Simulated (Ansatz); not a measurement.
Molecule: MoCl5, charge 0, multiplicity 2. The spin state was set by rule; other spins were not relaxed. 
Structure (B3LYP-D3(BJ)/def2-TZVP (Ansatz, an electronic-structure program) minimum search):
SMILES: [Cl][Mo]([Cl])([Cl])([Cl])[Cl]
```xyz
6

Mo    -0.0040     0.0299     0.0181
Cl     1.8548    -0.3626    -1.1807
Cl     0.9881    -1.0281     1.8228
Cl    -0.9773     0.9476    -1.8716
Cl    -1.5987    -1.5522     0.0203
Cl    -0.2570     1.9216     1.1644
```
Charge 0, spin multiplicity 2.

Quantity: atomisation energy (electronic, to ground-state atoms), in kcal/mol. Correlated levels leave the core frozen unless marked. Open shells are spin-unrestricted. Spin-orbit coupling is left out. Frozen are the shells of the preceding noble gas and the d and f shells that filled before the atom's block. In def2 rows, elements after Kr have scalar-relativistic effective core potentials. STO-3G rows are all-electron and non-relativistic. The coupled-cluster limit lacks core correlation, which all-electron functionals hold. CBS(X,Y): correlation extrapolated as X^-3; Hartree-Fock from the larger set. The bracket is a focal-point correction in the basis named.

| level | program | atomisation energy (kcal/mol) |
|---|---|---|
| SVWN5/def2-TZVPD | Ansatz | 507.9 |
| PBE0-D4/def2-TZVPD | Ansatz + dftd4 | 395.3 |
| r2SCAN0/def2-TZVPD | Ansatz | 373.3 |
| HSE06-D3(BJ)/def2-TZVPD | Ansatz + dftd3 | 396.7 |

What does RI-MP2/CBS(def2-TZVPP,def2-QZVPP)+[CCSD(T)-MP2]/def2-SVP (Ansatz) give?

402.3 kcal/mol
